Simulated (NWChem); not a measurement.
Species: CH3Si, doublet; SMILES C=[SiH]

Computed with NWChem. Spin-unrestricted. No stability test was run on the SCF state. Each level has its own optimisation; frequencies are unscaled.

Task: Among these, which level gives the highest value of “lowest (cm⁻¹)”?
A) B3LYP/def2-SVPD
B) B3LYP/def2-SVP
C) B3LYP/def2-TZVP

Result: A, B3LYP/def2-SVPD. Values: B3LYP/def2-SVP 261; B3LYP/def2-TZVP 267; B3LYP/def2-SVPD 279
